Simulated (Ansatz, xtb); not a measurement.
## GeHNO+: which of two structures lies lower

We compare I, the doublet with the links of `[NH][O+]=[Ge]`, with II, a doublet given by its coordinates. Both are isolated ions in the gas phase, relaxed with r2SCAN-D4/def2-SVP; the shapes shown needn't be the lowest conformers.

I (Å):

```xyz
4

Ge    2.0375   -1.7027    0.2371
N    -0.9219   -1.3844   -0.2033
O     0.3368   -1.7688   -0.0597
H    -1.4304   -2.2623   -0.4428
```

II (Å):

```yaml
atoms:
  - { symbol: Ge, position_ang: [1.9329, -0.9843, -0.0490] }
  - { symbol: N, position_ang: [0.3171, -1.6838, -0.1278] }
  - { symbol: O, position_ang: [-0.6681, -2.4710, -0.2535] }
  - { symbol: H, position_ang: [-1.5182, -1.9825, -0.1103] }
```

Close contacts (Å): Ge1–N2 1.76, N2–O3 1.27, O3–H4 0.99.

Task: Estimate which is lower in electronic energy at CCSD(T)/def2-TZVP, and by roughly how much.

Result: Too close to call at this level: CCSD(T)/def2-TZVP gives E(II) − E(I) = +1.70 kcal/mol.

Level by level:

| level | geometry | E(II) − E(I) (kcal/mol) | departure from the last row (kcal/mol) | job, with rough time for the two |
| --- | --- | --- | --- | --- |
| GFN2-xTB | GFN2-xTB | −3.10 | −4.80 | optimisation, 0.74 s |
| HF/STO-3G | GFN2-xTB | +6.61 | +4.92 | single point, 7.9 s |
| r2SCAN-D4/def2-SVP//GFN2-xTB | GFN2-xTB | −0.70 | −2.39 | single point, 10 s |
| r2SCAN-D4/def2-SVP | r2SCAN-D4/def2-SVP | +1.55 | −0.14 | optimisation, 2.4 min |
| HF/def2-TZVP | r2SCAN-D4/def2-SVP | +11.83 | +10.13 | part of the CCSD(T) run |
| MP2/def2-TZVP | r2SCAN-D4/def2-SVP | +3.71 | +2.01 | part of the CCSD(T) run |
| CCSD(T)/def2-TZVP | r2SCAN-D4/def2-SVP | +1.70 |  | single point, 4.7 min |

GFN2-xTB, r2SCAN-D4/def2-SVP//GFN2-xTB put the two in the other order. The largest departure from CCSD(T)/def2-TZVP is that of HF/def2-TZVP, 10.13 kcal/mol.

With harmonic frequencies from r2SCAN-D4/def2-SVP (ideal gas, rigid rotor, one conformer each, 200 K, 1 atm): on the last row, ΔE + ΔZPE = +2.43, ΔH = +2.46, ΔG = +2.44 kcal/mol.

Open shells are spin-unrestricted, with notable spin contamination under HF/STO-3G, HF/def2-TZVP, MP2/def2-TZVP, CCSD(T)/def2-TZVP. The correlated steps freeze 11 core orbitals; the filled d shell of Ge is correlated, in a basis made for valence electrons. Run with Ansatz 0.2.0, xtb 6.7.1; the last row on 1 thread of Intel(R) Xeon(R) Processor @ 2.50GHz (Skylake/Cascade Lake) on a shared host.
